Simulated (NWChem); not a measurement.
Molecule: C₆H₆N, doublet; SMILES Nc1cc[c]cc1

```xyz
13

N     -0.0617    -2.2678     0.0000
C     -0.0058    -0.8778     0.0000
C     -0.0038    -0.1559     1.2204
C     -0.0045     1.2524     1.2262
C     -0.0070     1.8960     0.0000
C     -0.0045     1.2524    -1.2262
C     -0.0038    -0.1559    -1.2204
H      0.2633    -2.7301     0.8496
H      0.2633    -2.7301    -0.8496
H     -0.0054    -0.7064     2.1757
H     -0.0013     1.7995     2.1827
H     -0.0013     1.7995    -2.1827
H     -0.0054    -0.7064    -2.1757
```
Atoms are numbered in this order, from 1.

All runs: NWChem. Spin-unrestricted. In the optimisation the excess spin sits in a' (Cs, its own frame). Geometry: optimised at PBE-D3(BJ)/def2-SVP, spin-unrestricted. No frequency run checked for a minimum. No stability test was run on the SCF state. Level: B3LYP/def2-SVP with SMD (1 M gas to 1 M solution), gas-phase geometry. Reactions with the solvent are ignored.

```json
[
 {"solvent": "water", "dielectric constant": "78.4", "solvation free energy (kcal/mol)": "-4.4", "cavity-dispersion-structure term (kcal/mol)": "3.3", "dipole in solution (D)": "3.62"},
 {"solvent": "methanol", "dielectric constant": "32.6", "solvation free energy (kcal/mol)": "-7.1", "cavity-dispersion-structure term (kcal/mol)": "0.4", "dipole in solution (D)": "3.59"},
 {"solvent": "1-octanol", "dielectric constant": "9.86", "solvation free energy (kcal/mol)": "-6.6", "cavity-dispersion-structure term (kcal/mol)": "0.3", "dipole in solution (D)": "3.48"},
 {"solvent": "anisole", "dielectric constant": "4.22", "solvation free energy (kcal/mol)": "-7.0", "cavity-dispersion-structure term (kcal/mol)": "-1.3", "dipole in solution (D)": "3.29"},
 {"solvent": "dichloromethane", "dielectric constant": "8.93", "solvation free energy (kcal/mol)": "-8.8", "cavity-dispersion-structure term (kcal/mol)": "-2.0", "dipole in solution (D)": "3.46"},
 {"solvent": "ethanol", "dielectric constant": "24.9", "solvation free energy (kcal/mol)": "-7.3", "cavity-dispersion-structure term (kcal/mol)": "0.1", "dipole in solution (D)": "3.57"}
]
```
